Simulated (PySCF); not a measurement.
Al(Br)(Me)(OH) (CH₄AlBrO), SMILES [Br][Al]([OH])[CH3].

Coordinates come from a TPSSh-D3(BJ)/def2-SVP optimisation. The structure was generated by enumeration; whether it is a known compound was not checked. Other conformers were not sampled.

Level of theory: PySCF with CAM-B3LYP/def2-TZVP.

Computed frontier levels, gap, dipole moment and polarisability:
```json
{
  "highest_occupied_level": "-9.67 eV",
  "lowest_empty_level": "0.43 eV",
  "orbital_gap": "10.10 eV",
  "dipole_moment": "0.74 D",
  "quadrupole, principal values (traceless, Buckingham form, about the centre of nuclear charge)": "-8.15, 3.26, 4.89 D·Å",
  "mean_static_polarisability": "58.2 bohr³ (8.62 Å³)",
  "polarisability_principal_values": "46.8, 57.4, 70.3 bohr³"
}
```
